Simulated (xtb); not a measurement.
xtb input:

```bash
xtb mol.xyz --gfn 2 --sp --chrg 1 --uhf 0
```
mol.xyz:
```
11

C     -1.87008517    -0.11680077     0.04349366
C     -0.76880887    -1.09583546     0.06149911
C      0.55821871    -0.84152646     0.02349954
C      1.05785173     0.45726265    -0.04088759
N      1.50459616     1.51158234    -0.09400540
H     -1.54198019     0.92009811    -0.00644816
H     -2.52664283    -0.32855154    -0.80672025
H     -2.49066921    -0.25605973     0.93470207
H     -1.04825455    -2.14359317     0.11088778
H      1.30749701    -1.62466096     0.04062151
H      1.90481821     2.43309113    -0.14063354
```

Task: What final total energy does it print?

Result: -14.03384 Eh (GFN2-xTB).

It need not be the lowest isomer of its formula.
